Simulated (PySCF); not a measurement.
A ladder of Hamiltonians for Hg(78+) (mercury, charge +78)

Occupied: 1s1/2. Hartree-Fock calculated with PySCF 2.14 in an uncontracted even-tempered set (18 s from 23 bohr⁻², ratio 2.3; 15 p from 28 bohr⁻², ratio 2.3), Gaussian nucleus throughout. NR is non-relativistic, sf-X2C the spin-free one-electron X2C Hamiltonian, X2C adds the bare one-electron spin-orbit term, X2C-SNSO screens it by Boettger's factors, DC is four-component Dirac-Coulomb, and the Gaunt and Breit terms are added at first order (total energies over the DC spinors, levels after relaxing the spinors in that mean field). QED terms are absent. Levels marked empty are virtual spinors of this ion.

| Hamiltonian | E (hartree) |
| --- | --- |
| NR | -6349.5377 |
| sf-X2C | -6998.5507 |
| X2C | -6998.5507 |
| X2C-SNSO | -6998.5507 |
| DC | -7002.4748 |
| DC+Gaunt | -6994.8966 |
| DC+Breit | -6994.8966 |

```
   level (eV)        NR    sf-X2C       X2C  X2C-SNSO        DC  DC+Gaunt  DC+Breit
        1s1/2  -85712.7  -94382.0  -94382.0  -94382.0  -94488.0  -94283.2  -94283.2
2s1/2 (empty)  -20908.7  -23579.0  -23579.0  -23579.0  -23591.7  -23567.9  -23570.8
2p1/2 (empty)  -20758.8  -21787.1  -23395.7  -23371.0  -23366.5  -23317.1  -23323.7
2p3/2 (empty)  -20758.8  -21787.1  -21175.6  -21182.7  -21190.4  -21167.4  -21174.1
3s1/2 (empty)   -9255.5  -10180.5  -10180.5  -10180.5  -10184.1  -10177.5  -10178.4
```

Task: How large are the two-electron picture-change error of X2C and the Breit correction in the total energy?

Result: X2C-1e lies 3.9241 hartree above Dirac-Coulomb; Gaunt adds 7.5782 and the full Breit term 7.5782 hartree.

| interval (eV) | X2C | X2C-SNSO | DC | DC+Gaunt | DC+Breit |
| --- | --- | --- | --- | --- | --- |
| 2p3/2 − 2p1/2 | 2220 | 2188 | 2176 | 2150 | 2150 |

Weight of the small component: 1s1/2 0.0931, 2s1/2 0.0231, 2p1/2 0.0231, 2p3/2 0.0209, 3s1/2 0.01000.

Koopmans' value for the highest occupied level at DC+Breit: 94283.2 eV, against an ionisation energy of 94124.7 ± 0.3 eV (theoretical estimate listed by NIST; NIST Atomic Spectra Database, ionization energies); the former lacks relaxation, correlation, QED and recoil.

The whole ladder took 130 s of wall time on 1 thread of Intel(R) Xeon(R) Platinum 8259CL CPU @ 2.50GHz (shared host), launched as `OMP_NUM_THREADS=1 python relrun2.py TASK.json OUT` (a driver that calls PySCF for each Hamiltonian).
